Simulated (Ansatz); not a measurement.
Counterpoise correction, worked out

The pair of Cu⁺ (SMILES [Cu+], atom 1) and CH₃Cl (SMILES CCl, atoms 2–6), both closed shells, in one local arrangement (a lower one may exist), relaxed at PBE0-D4/def2-TZVP:

Cu1  (-0.329, 1.945, -1.768)
C2  (0.148, -0.546, 0.355)
Cl3  (-0.659, 1.074, 0.227)
H4  (-0.298, -1.198, -0.389)
H5  (-0.076, -0.877, 1.366)
H6  (1.213, -0.398, 0.209)
(Å)

Program: Ansatz 0.2.0. Basis: def2-TZVPPD. Cores are frozen in the correlated methods. The 3s and 3p shells of Cu and Zn are frozen; filled d shells are correlated.

MP2 total energies in eV:

| system | geometry | basis functions | energy |
| --- | --- | --- | --- |
| pair | pair | all | -58197.22740 |
| Cu⁺ | as in the pair | all (partner as ghosts) | -44603.19849 |
| CH₃Cl | as in the pair | all (partner as ghosts) | -13592.55086 |
| Cu⁺ | as in the pair | its own | -44603.16471 |
| CH₃Cl | as in the pair | its own | -13592.52607 |
| Cu⁺ | free (PBE0-D4 minimum) | its own | -44603.16471 |
| CH₃Cl | free (PBE0-D4 minimum) | its own | -13592.55177 |

Question: Work out the interaction energy with and without the counterpoise correction, the superposition error, and the binding energy from the relaxed fragments.

Answer: Without correction: -58197.22740 − (-44603.16471) − (-13592.52607) = -1.53662 eV.
With correction (each fragment in the whole basis): -58197.22740 − (-44603.19849) − (-13592.55086) = -1.47805 eV = -34.08 kcal/mol.
The superposition error is the difference, 0.05857 eV, 4 % of the uncorrected value: each fragment borrows its partner's functions.
Deformation from the free shapes: 0.00000 eV for Cu⁺ and 0.02570 eV for CH₃Cl.
Binding energy from relaxed fragments: -1.47805 + 0.00000 + 0.02570 = -1.45235 eV = -33.49 kcal/mol (electronic, without zero-point energy; negative means bound). For comparison, the corrected interaction energy by CCSD(T) at an estimated basis limit (MP2 extrapolated from triple and quadruple zeta, plus CCSD(T) − MP2 in triple zeta) is -1.587 eV.

No T1 diagnostic of these runs exceeds 0.018.

For scale, one of the runs: CCSD(T)/def2-TZVPPD, 206 basis functions, launched by `ansatz run in.yaml --threads 4 --pin off --events-out ev --progress --plain --max-ram 9574MiB`. Time: 46 s of wall clock on 4 CPU threads of an Arm Neoverse V1; the host was shared. Peak host memory: 2.5 GiB.
